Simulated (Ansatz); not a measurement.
`[SiH3][SbH2]` + `CB(O)F` → `CB(F)O[SiH3]` + `[SbH3]` at 500 K and 1 bar (cleavage of the Si–Sb bond).

Calculated with Ansatz (gas phase, PBE0-D4/def2-TZVP geometries, no zero-point term in ΔE). CBS: MP2 limit from def2 TZ/QZ plus the TZ coupled-cluster correction, frozen cores. def2 core potentials past Kr. For Sb outer-core shells are correlated without core-valence functions, which leaves a few kJ/mol of doubt a bond. Each species was taken in one conformer, which may not be the lowest.

```json
{"species": "`[SiH3][SbH2]`", "CCSD(T)/CBS energy (Eh)": "-532.08095", "H − E (kJ/mol)": "133.5", "S (J/(mol·K))": "352.2"}
{"species": "`CB(O)F`", "CCSD(T)/CBS energy (Eh)": "-240.35473", "H − E (kJ/mol)": "187.4", "S (J/(mol·K))": "340.3"}
{"species": "`CB(F)O[SiH3]`", "CCSD(T)/CBS energy (Eh)": "-530.66692", "H − E (kJ/mol)": "241.8", "S (J/(mol·K))": "429.9"}
{"species": "`[SbH3]`", "CCSD(T)/CBS energy (Eh)": "-241.78682", "H − E (kJ/mol)": "70.2", "S (J/(mol·K))": "256.6"}
```

H − E and S are ideal-gas, rigid-rotor, harmonic terms from PBE0-D4/def2-TZVP, for one conformer and one mirror image of each species. 1 Eh = 2625.50 kJ/mol, R = 8.31446 J/(mol·K).

Task: By hand: ΔE, ΔH, ΔS and ΔG.

Result: ΔE = (-530.66692) + (-241.78682) − (-532.08095) − (-240.35473) = -0.01806 Eh = -47.4 kJ/mol. Δ(H − E) = 241.8 + 70.2 − 133.5 − 187.4 = -8.9, so ΔH = -56.3 kJ/mol. ΔS = 429.9 + 256.6 − 352.2 − 340.3 = -6.0 J/(mol·K). ΔG = -56.3 − 500 × (-6.0)/1000 = -53.3 kJ/mol.

Task: By hand: the equilibrium constant, and the temperature at which ΔG would vanish if ΔH and ΔS stayed fixed.

Result: log₁₀ K = −ΔG/(RT ln 10) = 5.6. ΔG = 0 at ΔH/ΔS = 9383 K, far beyond where these terms or the molecules hold.

The number of gas molecules stays the same, so ΔS is small and ΔH decides. A doubt of 5 kJ/mol in ΔE shifts log₁₀ K by 0.5 here. Other conformers and mirror images would add mixing entropy, several J/(mol·K) or more a flexible species. Modes under 60 cm⁻¹, often nearly free rotors, make the harmonic entropy too high. These are equilibria of isolated gas molecules and say nothing of rates. Largest T1 diagnostic: 0.014 (customary marks: 0.02 for closed shells, 0.045 for open ones).
